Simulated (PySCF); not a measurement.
## Choosing a basis for TDDFT

Compound: C2H8B2.
SMILES with atom numbers: `[BH2:1][BH:2][CH2:3][CH3:4]` (hydrogens: H5, H6 on B1; H7 on B2; H8, H9 on C3; H10, H11, H12 on C4)

TDDFT with PBE0 (PySCF), vertical singlets, core orbitals frozen in the response, spherical d and f functions. The structure is a single PBE0-D3(BJ)/def2-SVP conformer in the gas phase; no vibrational or solvent corrections.

Task: Compare 6-31G*, 6-31+G*, def2-SVP, def2-SVPD, aug-cc-pVDZ, def2-TZVP and def2-TZVPD for this molecule.

Result: 

```json
{"basis": "6-31G*", "functions": "72", "diffuse": "no", "S1 (eV)": "4.80", "S2 (eV)": "5.23", "S3 (eV)": "6.14", "S4 (eV)": "6.28", "S5 (eV)": "6.45", "LUMO (eV)": "-1.17", "α (au)": "47.5"}
{"basis": "6-31+G*", "functions": "88", "diffuse": "yes", "S1 (eV)": "4.68", "S2 (eV)": "5.17", "S3 (eV)": "6.07", "S4 (eV)": "6.18", "S5 (eV)": "6.27", "LUMO (eV)": "-1.51", "α (au)": "52.4"}
{"basis": "def2-SVP", "functions": "96", "diffuse": "no", "S1 (eV)": "4.70", "S2 (eV)": "5.17", "S3 (eV)": "6.05", "S4 (eV)": "6.15", "S5 (eV)": "6.30", "LUMO (eV)": "-1.46", "α (au)": "49.9"}
{"basis": "def2-SVPD", "functions": "144", "diffuse": "yes", "S1 (eV)": "4.67", "S2 (eV)": "5.15", "S3 (eV)": "6.03", "S4 (eV)": "6.12", "S5 (eV)": "6.25", "LUMO (eV)": "-1.57", "α (au)": "56.5"}
{"basis": "aug-cc-pVDZ", "functions": "164", "diffuse": "yes", "S1 (eV)": "4.64", "S2 (eV)": "5.13", "S3 (eV)": "6.01", "S4 (eV)": "6.10", "S5 (eV)": "6.20", "LUMO (eV)": "-1.58", "α (au)": "57.6"}
{"basis": "def2-TZVP", "functions": "172", "diffuse": "no", "S1 (eV)": "4.65", "S2 (eV)": "5.14", "S3 (eV)": "6.02", "S4 (eV)": "6.12", "S5 (eV)": "6.23", "LUMO (eV)": "-1.56", "α (au)": "55.1"}
{"basis": "def2-TZVPD", "functions": "220", "diffuse": "yes", "S1 (eV)": "4.65", "S2 (eV)": "5.13", "S3 (eV)": "6.01", "S4 (eV)": "6.11", "S5 (eV)": "6.21", "LUMO (eV)": "-1.58", "α (au)": "57.4"}
```

States are compared by their number. Against the largest diffuse basis here (def2-TZVPD, itself not a converged limit), sets without diffuse functions differ by up to 0.16 eV in S1 and 0.24 eV in S5; the smaller diffuse sets differ by up to 0.04 and 0.05 eV. State by state, the largest deviation of a set without diffuse functions is S1 0.16, S2 0.10, S3 0.13, S4 0.17, S5 0.24 eV. The same number needn't mean the same state in each row. Against def2-TZVPD the polarisability deviates by -17% in 6-31G*, -9% in 6-31+G*, -13% in def2-SVP, -1% in def2-SVPD, 0% in aug-cc-pVDZ, -4% in def2-TZVP. A single + in a Pople set puts diffuse functions on heavy atoms only.
